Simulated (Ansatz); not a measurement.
Geometry optimisation, RKS PBE-D4/def2-SVP in Ansatz.

The input (input.yaml):

```yaml
crystal:
  periodic: [false, false, false]
  atoms:
    - { symbol: "N", position_ang: [-0.0796, 1.42907, -0.54635] }
    - { symbol: Si, position_ang: [-0.46192, -0.21819, -0.24466] }
    - { symbol: Si, position_ang: [1.23767, -1.61764, 0.10011] }
    - { symbol: S, position_ang: [-1.9021, 0.01721, 1.38223] }
    - { symbol: H, position_ang: [0.51953, 1.68708, -1.31067] }
    - { symbol: H, position_ang: [-0.64549, 2.20378, -0.24023] }
    - { symbol: H, position_ang: [2.02332, -1.68316, -1.15153] }
    - { symbol: H, position_ang: [0.76269, -3.00985, 0.21029] }
    - { symbol: H, position_ang: [-1.45409, 1.19171, 1.8008] }
basis:
  gaussian: { orbitals: def2-SVP }
hamiltonian:
  xc: pbe
  dispersion: d4
relax:
  f_tol: 0.02
  max_steps: 50
output:
  orbitals: {}
```

Command:

```bash
$ ansatz run input.yaml --threads 2 --pin off --max-ram 3072MiB --backend cpu --events-out ev --progress --plain --runs-dir out
```

Task: Where does it end, and by what steps?

Result: The run converged. The force dipped under the threshold on the way, but the program's further checks kept it going. After 12 steps the energy has fallen by 0.346 eV; Si2 moved furthest, 0.52 Å.

| step | energy less start (eV) | largest force component (eV/Å) | accepted |
| --- | --- | --- | --- |
| 0 | 0.0000 | 1.342 | yes |
| 1 | -0.1886 | 0.504 | yes |
| 2 | -0.2660 | 0.406 | yes |
| 3 | -0.3134 | 0.167 | yes |
| 4 | -0.2880 | 0.432 | no |
| 5 | -0.3334 | 0.207 | yes |
| 6 | -0.3407 | 0.154 | yes |
| 7 | -0.3338 | 0.220 | no |
| 8 | -0.3436 | 0.064 | yes |
| 9 | -0.3455 | 0.016 | yes |
| 10 | -0.3459 | 0.054 | yes |
| 11 | -0.3461 | 0.026 | yes |
| 12 | -0.3461 | 0.014 | yes |

```xyz
9
Properties=species:S:1:pos:R:3
N -0.012 1.442 -0.530
Si -0.101 -0.149 0.118
Si 1.579 -1.684 0.094
S -1.752 -0.180 1.500
H 0.741 1.702 -1.173
H -0.745 2.152 -0.474
H 1.614 -1.664 -1.443
H 0.541 -2.796 0.294
H -1.864 1.176 1.613
```

Whether the end is a true minimum wasn't checked by a vibrational analysis.

The run took 37 s on 2 threads of Arm Neoverse N1, with other jobs on the host, peak memory 0.13 GiB.
